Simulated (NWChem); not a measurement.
System: BeHOF; SMILES [OH][Be][F]

```xyz
4

Be     0.0033    -0.0402     0.0000
F     -0.0067    -1.4388     0.0000
O     -0.0553     1.3686     0.0000
H      0.4900     2.1605     0.0000
```
Atoms are numbered in this order, from 1.

Program: NWChem. Coordinates come from a PBE-D3(BJ)/def2-SVP optimisation. Vertical excitations in the gas phase; the lowest state need not have the same character in each row.

For level PBE/def2-SVPD, TDA:

| Property | Value |
|---|---|
| lowest excitation, singlet (eV) | 6.89 |
| oscillator strength of that lowest state | 0.049 |
| orbital gap (eV) | 6.76 |

Problem. Estimate the same quantities for level PBE0/def2-SVPD, TDA.

Solution. 
| Quantity | Value |
|---|---|
| lowest excitation, singlet (eV) | 7.67 |
| oscillator strength of that lowest state | 0.059 |
| orbital gap (eV) | 9.19 |
